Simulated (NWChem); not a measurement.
Si2H5F; SMILES F[SiH2][SiH3]

All runs: NWChem. Pople sets run with spherical d functions. Medium grid unless said otherwise, to which SCAN and Minnesota functionals are sensitive. Structure relaxed at the PBE-D3(BJ)/def2-SVP level. B3LYP is NWChem's, with the RPA form of VWN correlation.

**Question.** Order these by “dipole (D)”, lowest first: revPBE/6-31G*; Hartree-Fock/6-31G*; B97-2/6-31G*; M06-2X/6-31G*; SCAN/6-31G*.

**Answer.** revPBE/6-31G* (1.21), SCAN/6-31G* (1.30), B97-2/6-31G* (1.38), M06-2X/6-31G* (1.45), Hartree-Fock/6-31G* (1.61)
